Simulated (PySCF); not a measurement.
## Computed vibrations of [Nd(HCN)]3+

[Nd(HCN)]3+ (singlet in the valence; each metal's 4f electrons, 3 of them, lie in its core potential, out of spins and levels). PySCF 2.14.0, RKS PBE0, Nd lcecp-1-SVP with ECP49, N def2-SVP, C def2-SVP, H def2-SVP; non-relativistic Hamiltonian with scalar-relativistic core potentials where named; density fitting; no spin-orbit coupling. Central differences of gradients.

```xyz
4

Nd    0.0000    0.0000   -0.4613
N     0.0000    0.0000    1.8205
C     0.0000    0.0000    2.9865
H     0.0000    0.0000    4.1014
```

Run from Python with OMP_NUM_THREADS=2. Where DIIS fails, smearing, a level shift and second-order steps follow.
It took 73 s on 2 threads of Intel(R) Xeon(R) Processor @ 2.50GHz (Skylake/Cascade Lake), on a shared host.

Problem. What are the harmonic wavenumbers and infrared intensities?

Solution. Modes are labelled in C∞v; negative numbers are unstable modes, those under 60 cm⁻¹ near the noise; a finer grid moves soft modes by up to 10 cm⁻¹.
| cm⁻¹ | km/mol | symmetry |
| --- | --- | --- |
| 263 | 80.7 | π |
| 263 | 80.7 | π |
| 386 | 44.6 | σ+ |
| 871 | 12.1 | π |
| 871 | 12.1 | π |
| 2144 | 815.1 | σ+ |
| 3167 | 220.6 | σ+ |

Problem. Is this a minimum?

Solution. Yes. Ideal gas at 298.15 K and 1 bar: S = 276.9 J/(mol K), Cp = 54.5 J/(mol K), H − H(0 K) = 12.3 kJ/mol (rigid rotor, harmonic modes, spin degeneracy alone, that of the 4f electrons in the core included).

An lcecp potential fixes the number of 4f electrons, so in runs with it no electron can move into or out of that shell.
